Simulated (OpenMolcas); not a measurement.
## Pt2+: effect of the active space

```json
{"Program": "OpenMolcas", "Method": "CASSCF", "Basis": "ANO-RCC-VQZP", "Scalar Hamiltonian": "DKH2, point nucleus", "Spin-orbit coupling": "state interaction with AMFI integrals over the reference wave functions, term energies averaged over their components"}
```

A. 8 electrons in 5 orbitals (5d); 2S+1 = 3 even, 10 roots; 2S+1 = 1 even, 15 roots; cost about 8 core-seconds
B. 8 electrons in 6 orbitals (5d 6s); 2S+1 = 3 even, 60 roots; 2S+1 = 5 even, 15 roots kept (CI in the orbitals of an earlier block); 2S+1 = 1 even, 55 roots kept (CI in the orbitals of an earlier block); cost of the order of 50 core-seconds
C. 8 electrons in 10 orbitals (5d 6d); 2S+1 = 3 even, 10 roots; 2S+1 = 1 even, 15 roots; cost about 70 core-seconds

Energies in eV above 5d⁸ ³F₄, the measured ground level; measured values from NIST levels as listed in McCann et al., Mon. Not. R. Astron. Soc. 538, 537 (2025).

```
         Level       A       B       C  Measured
       5d⁸ ³F₄  0.0000  0.0000  0.0000    0.0000
       5d⁸ ³F₃  1.2370  1.2728  1.2377    1.2091
       5d⁸ ³P₀  2.6110  2.3371  2.5276    1.8522
       5d⁸ ³P₁  2.8445  2.4674  2.8105    2.0807
5d⁸ ¹G₄ [65 %]  3.2119  3.1551  3.1836    2.6447
5d⁸ ¹S₀ [55 %]  6.8649  7.1514  6.7962
```

Deviations, from unrounded energies. A percentage is the sum of absolute deviations over the sum of measured energies, with the sign that they share, or ± where signs differ.

| Against measurement | Levels | A | B | C |
| --- | --- | --- | --- | --- |
| mean absolute deviation (cm-1) | 4 | 4300 | 2900 | 4000 |
| fine structure of the ground term (%) | 1 | +2.3 | +5.3 | +2.4 |
| other terms of the ground configuration (%) | 3 | +31.8 | +21.0 | +29.6 |

B lies closest to measurement on these levels and A furthest from it. The largest miss of B in the table is 5d⁸ ¹G₄ [65 %], by +4100 cm-1. The ranking rests on the paired levels alone, and a cruder setting can come out closer through cancelling errors.

Among A to C the level of the table that moves most is 5d⁸ ³P₁, by 3000 cm-1 (lowest in B, highest in A).

Without dynamic correlation excited terms often stand tens of per cent too high (terms of higher spin than the ground term too low), and those without a measured partner can miss by more than the paired ones. Configurations with an s electron lie low in 5d ions of this charge, fall among these levels and mix in, so low-spin terms can stand far too high, up to twice their true height, and weights are not those of the real levels (holds for A). Terms from blocks run as CI alone lack orbitals of their own (holds for B). Active for correlation alone: 6d; no level in the range computed is led by a configuration that fills it, so any true level of that kind is missing (holds for C). Computed and measured levels are paired by configuration, term and J; levels that our copy of the source lacks, or whose pairing is in doubt (as where it misses far off the trend of its configuration), stay unpaired and out of the deviations. Only configurations of the active space appear. The table leaves out levels that lie high or whose names do not pair safely across all columns.

A share in square brackets marks a mixed level and gives the weight of the term that names it, the lowest over the columns.
